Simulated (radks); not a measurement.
Charge is removed step by step from the 6s level of the mercury ion Hg+, starting from [Xe] 4f14 5d10 6s1. Method: scalar-relativistic Kohn-Sham, PBE, spin-unpolarised, spherical densities, finite nucleus; Fermi nuclear charge, rms radius 5.4648 fm; computed with a radial shooting solver on a logarithmic mesh with Libxc functionals.

removed (e) = 0: E - E(0) (eV) 0.000; eigenvalue (eV) -14.704; E minus straight line (eV) 0.000
removed (e) = 0.25: E - E(0) (eV) 3.936; eigenvalue (eV) -16.803; E minus straight line (eV) -0.805
removed (e) = 0.5: E - E(0) (eV) 8.402; eigenvalue (eV) -18.945; E minus straight line (eV) -1.080
removed (e) = 0.75: E - E(0) (eV) 13.409; eigenvalue (eV) -21.127; E minus straight line (eV) -0.815
removed (e) = 1: E - E(0) (eV) 18.965; eigenvalue (eV) -23.347; E minus straight line (eV) 0.000

Removing the whole electron costs 18.965 eV by Delta-SCF, against 14.704 eV from minus the eigenvalue at the starting occupation. Slater's transition state (half an electron removed) gives 18.945 eV. Integrating minus the eigenvalue over the occupation (Janak's theorem) gives 18.972 eV. In this scalar-relativistic scheme the density is built from large components alone, so the theorem holds only approximately. The mean slope of the eigenvalue, de/dn, is 8.64 eV per electron. Ionisation energy of Hg+ in the NIST Atomic Spectra Database: 18.757 eV (measured).

Beside tabulated values, note that spin-unpolarised runs miss the spin-polarisation part of the exchange energy of open shells.
